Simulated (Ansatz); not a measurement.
Born–Oppenheimer molecular dynamics of BH₃O₃ (7 atoms, charge 0, multiplicity 1). It starts from a relaxed structure.

All numbers below come from RKS PBE0/def2-SVP (Ansatz).

```json
{
 "ensemble": "NVT, Langevin thermostat",
 "time step": "0.5 fs",
 "steps asked": "150",
 "set temperature": "700 K",
 "friction": "0.005 /fs",
 "seed": "641528"
}
```

First frame:

```xyz
7
Properties=species:S:1:pos:R:3
B 0.069 -0.272 0.100
O -0.097 -0.031 1.434
H -1.007 -0.027 1.734
O 1.342 -0.260 -0.372
H 1.362 -0.448 -1.315
O -0.954 -0.521 -0.784
H -1.835 -0.521 -0.405
```

Problem. How far do the bonds stretch over the last three quarters of this one trajectory? (Pairs bonded in most of those frames.)

Solution. 
```csv
bond,mean (Å),spread (Å),shortest,longest
B1–O2,1.371,0.022,1.33,1.41
B1–O4,1.365,0.015,1.33,1.39
B1–O6,1.380,0.015,1.36,1.42
O2–H3,0.962,0.015,0.93,0.99
O4–H5,0.971,0.044,0.90,1.04
O6–H7,0.965,0.024,0.92,1.01
```

Mean temperature of the second half: 531 K. The mean temperature of the second half is 24 % below the set value. A run of 0.075 ps of so small a system gives no equilibrium averages.

Run time: 5.4 min on 1 thread of Intel(R) Xeon(R) Platinum 8259CL CPU @ 2.50GHz (Skylake/Cascade Lake) (shared host), peak memory 0.14 GiB.
